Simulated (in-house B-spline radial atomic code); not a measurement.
Inner-shell binding energies (edges) and X-ray emission energies of free atoms and ions, as differences of relaxed hole-state energies with first-order Breit, QED and recoil terms, without correlation or multiplet splittings, in NIST's listed ground configurations. For neutral atoms such line energies lie within some 1 to 5 eV of tabulated X-ray lines (up to 20 eV for the heaviest). Removing outer electrons raises all edges nearly alike, so lines move far less than edges. K = 1s, L1 = 2s, L2 = 2p1/2, L3 = 2p3/2, M3 = 3p3/2. A dash marks a subshell that is part filled or wasn't run, or a line left out. Computed with an all-electron radial atomic-structure program (B-spline basis): Dirac-Hartree-Fock, average of the configuration, finite nuclei.

```tsv
ion	configuration	K edge (eV)	L1 edge (eV)	L3 edge (eV)	K-L3 (eV)	K-L2 (eV)	K-M3 (eV)
Pd	[Kr] 4d10	24355	3615.72	3179.52	21175.5	21018.4	23815.5
Pd+	[Kr] 4d9	?	?	?	?	?	?
Pd2+	[Kr] 4d8	24384.3	3645.33	3209.1	21175.2	21018.1	23815.4
Pd3+	[Kr] 4d7	?	?	?	?	?	?
Pd4+	[Kr] 4d6	24421.4	3682.8	3246.55	21174.8	21017.7	23815.6
Pd5+	[Kr] 4d5	24442.3	3704	3267.74	21174.6	21017.5	23816
Pd6+	[Kr] 4d4	24464.8	3726.71	3290.44	21174.4	21017.2	23816.4
Pd7+	[Kr] 4d3	24488.7	3750.87	3314.6	21174.1	21017	23817.1
```

**Question.** Fill in the row of Pd+.

**Answer.** K edge (eV): 24368.6; L1 edge (eV): 3629.39; L3 edge (eV): 3193.18; K-L3 (eV): 21175.4; K-L2 (eV): 21018.2; K-M3 (eV): 23815.4.

**Question.** Fill in the row of Pd3+.

**Answer.** K edge (eV): 24402; L1 edge (eV): 3663.2; L3 edge (eV): 3226.96; K-L3 (eV): 21175; K-L2 (eV): 21017.9; K-M3 (eV): 23815.4.
